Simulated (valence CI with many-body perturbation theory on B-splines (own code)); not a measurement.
# Hyperfine factors and g values of Re⁴¹⁺

Computed by valence CI with perturbative core correlation (CI+MBPT): six valence electrons over a frozen Dirac-Fock core [Ar] 3d10, radial functions for each j: 9 s, 9 p, 8 d, 6 f, 3 g, 1 h, with the one-electron correlation potential Σ1 (screened to all orders), the two-electron term Σ2, the three-electron term Σ3, Breit, model QED; selected single and double excitations, second order for the rest, scaled by the run's own slope (own B-spline code, finite nucleus).

The last digits are not significant, and no measured levels were compared; by estimate large intervals hold to a few tenths of a per cent, small ones and those within an open d or f shell to about a per cent. Among the levels kept, up to 640 cm⁻¹ of a level comes from second order outside the variational space, and about a tenth of that is noise between levels of different J, which matters for small intervals.

A/g_I is the dipole constant over the nuclear g factor μ/I (μ in nuclear magnetons, uniformly magnetised nucleus), B/Q the quadrupole constant per barn. Both hold the static response of the core; the bare values leave it out. Large factors of s and p1/2 electrons are usually good to 5 to 10 %; those of open d and f shells near neutrality can be off by tens of per cent, and small factors of p3/2, d and f electrons come from cancelling terms and can be off by a factor of two or in sign, in half-filled shells by more. B is blank for J = 1/2, where it vanishes, and for nearly pure S terms. Energies count from the lowest level. Levels with J = 0 are left out.

Levels are named by their leading jj configuration (3d3/2^4 stands for four electrons in 3d with j = 3/2), which in mixed levels can hold well under half, so a name can repeat and another be missing. Letters in brackets count levels of one name in rising energy.

```
                             Level  E (cm⁻¹)      g  A/g_I (MHz)  A/g_I bare  B/Q (MHz/b)  B/Q bare
        (4s^2 4p1/2^2 4p3/2^2) J=2         0  1.344        58400       56100        12800     12400
          (4s^2 4p1/2 4p3/2^3) J=1    798880  1.497       -56600      -55400       -59100    -57200
          (4s^2 4p1/2 4p3/2^3) J=2    835750  1.147       176000      170000      -131000   -127000
    (4s^2 4p1/2^2 4p3/2 4d3/2) J=2   1265100  1.053        45900       44700        -1830     -1740
    (4s^2 4p1/2^2 4p3/2 4d3/2) J=1   1288300  1.142        32400       31600       -49100    -47700
    (4s^2 4p1/2^2 4p3/2 4d3/2) J=3   1296800  1.119        42200       41200       115000    111000
    (4s^2 4p1/2^2 4p3/2 4d5/2) J=4   1452300  1.266        28000       27400       121000    118000
    (4s^2 4p1/2^2 4p3/2 4d5/2) J=2   1453400  1.291        81100       79000       -81400    -78700
    (4s^2 4p1/2^2 4p3/2 4d5/2) J=3   1562900  1.183        26000       25500        10500     10500
    (4s^2 4p1/2^2 4p3/2 4d5/2) J=1   1587300  1.083       -41500      -38900        10400     10100
          (4s 4p1/2^2 4p3/2^3) J=2   1668700  1.444       354000      342000      -109000   -106000
          (4s 4p1/2^2 4p3/2^3) J=1   1757800  1.141      -255000     -247000       -32400    -31300
(4s^2 4p1/2 4p3/2^2 4d3/2) J=1 [a]   2028000  0.985        95500       92700       -18500    -18000
(4s^2 4p1/2 4p3/2^2 4d3/2) J=2 [a]   2029100  1.033        97000       94200       -64600    -62600
(4s^2 4p1/2 4p3/2^2 4d3/2) J=3 [a]   2059500  1.093        97000       94200        -8560     -8180
    (4s^2 4p1/2 4p3/2^2 4d3/2) J=4   2094900  1.058       105000      102000        18600     18400
(4s^2 4p1/2 4p3/2^2 4d3/2) J=2 [b]   2138900  0.831       138000      134000        64900     63100
(4s^2 4p1/2 4p3/2^2 4d5/2) J=3 [a]   2196100  1.360       -18600      -17700        26800     25900
(4s^2 4p1/2 4p3/2^2 4d5/2) J=4 [a]   2205900  1.296       -11900      -11300        50200     48900
(4s^2 4p1/2 4p3/2^2 4d3/2) J=2 [c]   2218400  1.280        74100       71700         5320      4940
(4s^2 4p1/2 4p3/2^2 4d3/2) J=3 [b]   2221600  1.146         4620        4500         6390      6490
(4s^2 4p1/2 4p3/2^2 4d3/2) J=1 [b]   2222400  1.387       125000      121000        17500     17000
(4s^2 4p1/2 4p3/2^2 4d5/2) J=1 [a]   2244000  1.122       318000      309000       -11000    -10600
(4s^2 4p1/2 4p3/2^2 4d5/2) J=4 [b]   2252600  1.178        88700       86100         -746      -537
    (4s^2 4p1/2 4p3/2^2 4d5/2) J=5   2266400  1.196        81600       79300        24600     24100
(4s^2 4p1/2 4p3/2^2 4d3/2) J=1 [c]   2289400  0.927       -92900      -89000         5580      5580
(4s^2 4p1/2 4p3/2^2 4d5/2) J=2 [a]   2330100  1.275       -65100      -62400       105000    102000
(4s^2 4p1/2 4p3/2^2 4d5/2) J=3 [b]   2357700  1.124        98900       96300       121000    118000
(4s^2 4p1/2 4p3/2^2 4d5/2) J=2 [b]   2387700  1.077        92600       90300        15000     14700
(4s^2 4p1/2 4p3/2^2 4d5/2) J=1 [b]   2400700  1.214       -79400      -76300         3840      3710
(4s^2 4p1/2 4p3/2^2 4d5/2) J=3 [c]   2425500  1.071       106000      103000       -91600    -88500
(4s^2 4p1/2 4p3/2^2 4d5/2) J=2 [c]   2447600  1.227         2150        2280       -95200    -92100
```

Problem. Take the isotope of mass number 185, with I = 5/2, μ = 3.176 μN and Q = 2.07 b. What is the hyperfine structure of (4s^2 4p1/2^2 4p3/2 4d5/2) J=2?

Solution. From the table A = 103000 MHz, B = -169000 MHz. Shifts from the centre of gravity in MHz: F = 1/2: -839000, F = 3/2: -609000, F = 5/2: -267000, F = 7/2: 123000, F = 9/2: 473000.
